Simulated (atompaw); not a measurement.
**A failed generation for iodine**

Input:

```
I 53
GGA-PBE scalarrelativistic loggrid 1500 logderivrange -3 5 201
5 5 4 0 0 0
5 1 5
0 0 0
c
c
c
c
v
c
c
c
v
c
c
2
1.84 1.76 1.38 1.76
y
-0.65
n
y
0.1
n
y
-0.05
n
custom rrkj vanderbiltortho sinc
bessel
1.84
1.84
1.84
1.84
1.66
PWSCFOUT
UPFDX 0.0125d0 UPFXMIN -7.d0 UPFZMESH 53.d0
END
```

```bash
atompaw < I.input > I.log
```

End of the output:

```
   Projector type: RRKJ pseudization + Vanderbilt ortho.
   Sinc^2 compensation charge shape zeroed at   1.7749E+00

 Number of basis functions     5
 No.   n  nodes  l      Energy         Cp coeff         Occ
  1    5    4    0   -0.1279426E+01  0.3454942E+03  0.2000000E+01
  2  999    5    0   -0.6500000E+00  0.1513190E+03  0.0000000E+00
  3    5    3    1   -0.5208079E+00  0.8902816E+03  0.5000000E+01
  4  999    4    1    0.1000000E+00  0.3233962E+03  0.0000000E+00
  5  999    2    2   -0.5000000E-01 -0.6590917E-01  0.0000000E+00

 Eigenvalues of overlap operator (in the basis of projectors):
    1       -6.99280970E-02
    2        3.03403013E-01
    3        9.35557372E-01
    4        1.57485420E+03
    5        4.59984090E+03

The overlap operator has at least one negative eigenvalue!
It might be not positive definite...
Program is stopping.
This probably means that your projectors are too similar
or that your PAW basis is incomplete.
Advice: try to change your input parameters (f.i. : reference energies).
```

Why did it fail, and what change makes it run?

The run stopped because the overlap operator built from these waves and projectors is not positive definite. A run that differs only in the following succeeds: all radii scaled by about 1.09 (s 2.00, p 2.00, d 1.80 bohr); local potential bessel scheme, radius 1.50 bohr; augmentation sinc compensation charge, radius 1.90 bohr; PAW radius 2.00 bohr; waves and projectors: custom rrkj vanderbiltortho; core correction smooth core density matched at 1.90 bohr. Other answers can fit too; this one was computed.
